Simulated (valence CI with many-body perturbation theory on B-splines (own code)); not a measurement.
# Level structure of Nd⁴⁷⁺

Calculated by relativistic CI+MBPT: three valence electrons over a frozen Dirac-Fock core [Ne], radial functions for each j: 11 s, 11 p, 10 d, 8 f, 5 g, 2 h, with the one-electron correlation potential Σ1, the two-electron term Σ2, the three-electron term Σ3, Breit, model QED; selected CI, second order for the rest, scaled by the run's own slope (own B-spline code, finite nucleus).

The last digits are not significant, and no measured levels were compared; by estimate large intervals hold to a few tenths of a per cent, small ones and those within an open d or f shell to about a per cent.

Levels 1 to 45 of 158, with energies above the lowest level, (3s^2 3p1/2) J=1/2. "Leading %" is the weight of the configuration and term that name the level; weights of strongly mixed levels are sums over their largest components and can fall short. In the jj column 3d3/2^4 stands for four electrons in 3d with j = 3/2.

```csv
No.,Configuration,Term,J,E (Ry),Leading %,Leading jj,g,Second component
1,3s²3p,²P°,1/2,0.000,99,3s^2 3p1/2 (99 %),0.654,
2,3s3p²,⁴P,1/2,8.807,60,3s 3p1/2^2 (97 %),2.224,27 % 3s3p² ²S
3,3s²3p,²P°,3/2,9.935,99,3s^2 3p3/2 (99 %),1.326,
4,3s3p²,⁴P,3/2,17.172,91,3s 3p1/2 3p3/2 (99 %),1.655,6 % 3s3p² ²D
5,3s3p²,²D,5/2,18.144,55,3s 3p1/2 3p3/2 (96 %),1.359,42 % 3s3p² ⁴P
6,3s3p²,²D,3/2,19.419,58,3s 3p1/2 3p3/2 (83 %),0.948,24 % 3s3p² ²P
7,3s3p²,²P,1/2,20.020,71,3s 3p1/2 3p3/2 (96 %),1.213,26 % 3s3p² ⁴P
8,3s²3d,²D,3/2,23.015,83,3s^2 3d3/2 (83 %),0.834,8 % 3s3p² ²D
9,3s²3d,²D,5/2,24.679,88,3s^2 3d5/2 (88 %),1.234,10 % 3s3p² ⁴P
10,3s3p²,⁴P,5/2,28.096,48,3s 3p3/2^2 (89 %),1.383,44 % 3s3p² ²D
11,3p³,²P°,3/2,28.258,35,3p1/2^2 3p3/2 (76 %),1.218,23 % 3p³ ²D°
12,3s3p3d,⁴F°,3/2,29.284,75,3s 3p1/2 3d3/2 (88 %),0.562,13 % 3s3p3d ²D°
13,3s3p3d,⁴F°,5/2,29.989,50,3s 3p1/2 3d3/2 (94 %),1.041,22 % 3s3p3d ²F°
14,3s3p²,²S,1/2,29.991,69,3s 3p3/2^2 (98 %),1.873,16 % 3s3p² ²P
15,3s3p²,²P,3/2,30.382,64,3s 3p3/2^2 (96 %),1.198,27 % 3s3p² ²D
16,3s3p3d,⁴D°,1/2,31.453,64,3s 3p1/2 3d3/2 (97 %),0.368,28 % 3s3p3d ²P°
17,3s3p3d,⁴D°,3/2,31.637,42,3s 3p1/2 3d3/2 (82 %),1.315,23 % 3s3p3d ⁴P°
18,3s3p3d,⁴P°,5/2,32.326,38,3s 3p1/2 3d5/2 (98 %),1.348,29 % 3s3p3d ⁴D°
19,3s3p3d,⁴F°,7/2,32.953,52,3s 3p1/2 3d5/2 (95 %),1.250,25 % 3s3p3d ²F°
20,3s3p3d,²F°,5/2,33.589,47,3s 3p1/2 3d5/2 (93 %),1.061,17 % 3s3p3d ²D°
21,3s3p3d,²D°,3/2,33.864,39,3s 3p1/2 3d5/2 (73 %),1.148,29 % 3s3p3d ²P°
22,3p³,²D°,5/2,37.941,71,3p1/2 3p3/2^2 (71 %),1.142,16 % 3s3p3d ²F°
23,3p³,²D°,3/2,38.255,45,3p1/2 3p3/2^2 (86 %),1.357,42 % 3p³ ⁴S°
24,3p³,²P°,1/2,38.983,84,3p1/2 3p3/2^2 (84 %),0.672,14 % 3s3p3d ²P°
25,3s3p3d,⁴D°,3/2,40.059,42,3s 3p3/2 3d3/2 (98 %),1.330,39 % 3s3p3d ⁴P°
26,3s3p3d,⁴P°,1/2,40.137,86,3s 3p3/2 3d3/2 (97 %),2.290,13 % 3s3p3d ⁴D°
27,3s3p3d,⁴D°,5/2,40.137,50,3s 3p3/2 3d3/2 (83 %),1.262,19 % 3s3p3d ⁴F°
28,3p²3d,⁴F,3/2,40.144,38,3p1/2^2 3d3/2 (98 %),0.764,28 % 3p²3d ²D
29,3s3p3d,⁴F°,7/2,40.350,38,3s 3p3/2 3d3/2 (81 %),1.280,38 % 3s3p3d ⁴D°
30,3s3p3d,⁴F°,9/2,41.148,100,3s 3p3/2 3d5/2 (100 %),1.326,
31,3s3p3d,²D°,3/2,41.716,63,3s 3p3/2 3d3/2 (64 %),1.004,25 % 3s3p3d ⁴P°
32,3s3p3d,²D°,5/2,42.475,43,3s 3p3/2 3d5/2 (92 %),1.333,38 % 3s3p3d ⁴P°
33,3s3p3d,²F°,5/2,42.844,69,3s 3p3/2 3d3/2 (87 %),0.946,15 % 3s3p3d ²D°
34,3s3p3d,²P°,1/2,43.030,71,3s 3p3/2 3d3/2 (83 %),0.609,20 % 3s3p3d ⁴D°
35,3p²3d,²D,5/2,43.083,28,3p1/2^2 3d5/2 (96 %),1.194,23 % 3p²3d ⁴D
36,3s3p3d,²F°,7/2,43.162,77,3s 3p3/2 3d5/2 (84 %),1.195,20 % 3s3p3d ⁴D°
37,3s3p3d,²P°,3/2,43.188,42,3s 3p3/2 3d5/2 (59 %),1.166,40 % 3s3p3d ²D°
38,3s3p3d,²F°,7/2,44.138,74,3s 3p3/2 3d5/2 (96 %),1.196,19 % 3s3p3d ⁴D°
39,3s3p3d,²P°,1/2,44.770,84,3s 3p3/2 3d5/2 (84 %),0.685,9 % 3p³ ²P°
40,3s3p3d,²P°,3/2,45.291,80,3s 3p3/2 3d5/2 (96 %),1.303,7 % 3s3p3d ²D°
41,3s3p3d,²D°,5/2,45.445,63,3s 3p3/2 3d5/2 (90 %),1.117,20 % 3s3p3d ²F°
42,3p²3d,²F,5/2,48.643,53,3p1/2 3p3/2 3d3/2 (91 %),0.932,35 % 3p²3d ⁴F
43,3p²3d,⁴F,3/2,49.089,39,3p1/2 3p3/2 3d3/2 (97 %),0.927,28 % 3p²3d ²P
44,3p²3d,⁴D,1/2,49.248,81,3p1/2 3p3/2 3d3/2 (99 %),0.161,16 % 3p²3d ²P
45,3p²3d,²G,7/2,49.387,43,3p1/2 3p3/2 3d3/2 (90 %),1.050,29 % 3p²3d ²F
```

The ionisation energy to 3s² ¹S0 of the next ion comes out as 3998.4 eV (NIST: 3997 ± 4 eV (theoretical)). All 158 levels together are meant to be complete up to 144.134 Ry.
